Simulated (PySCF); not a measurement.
Si(H)2(Cl)(Et) (C2H7ClSi), SMILES CC[SiH2]Cl.

Geometry: PBE-D3(BJ)/def2-SVP. One conformer was computed; it need not be the lowest.

All values below come from PBE-D3(BJ)/def2-SVP (PySCF).

Frequencies are harmonic and unscaled.

```csv
mode,ν (cm⁻¹),IR (km/mol),moving atoms (share of kinetic energy)
1,86,0.4,"H 35 %, C 34 %, Cl 20 %, Si 11 %"
2,146,1.3,"H 46 %, C 24 %, Cl 21 %, Si 9 %"
3,220,0.1,"H 74 %, C 21 %"
4,284,1.6,"H 45 %, C 32 %, Si 17 %"
5,511,41.9,"Cl 44 %, Si 40 %, H 10 %"
6,538,22.0,"H 67 %, Si 23 %, C 9 %"
7,634,9.5,"H 44 %, C 34 %, Si 19 %"
8,658,13.3,H 86 %
9,718,22.1,"H 74 %, C 18 %"
10,833,195.1,"H 87 %, Si 11 %"
11,915,86.5,H 95 %
12,949,36.1,"H 80 %, C 16 %"
13,961,21.5,"H 80 %, C 18 %"
14,1031,11.3,"C 69 %, H 31 %"
15,1202,3.3,"H 75 %, C 25 %"
16,1212,1.0,"H 65 %, C 35 %"
17,1345,1.5,"H 82 %, C 18 %"
18,1374,5.0,"H 91 %, C 9 %"
19,1425,5.8,H 97 %
20,1428,6.7,H 97 %
21,2166,94.0,H 98 %
22,2175,121.6,H 96 %
23,2964,9.7,H 94 %
24,2969,26.8,H 97 %
25,3019,2.7,"H 91 %, C 9 %"
26,3055,17.2,"H 91 %, C 9 %"
27,3062,12.6,"H 91 %, C 9 %"
```
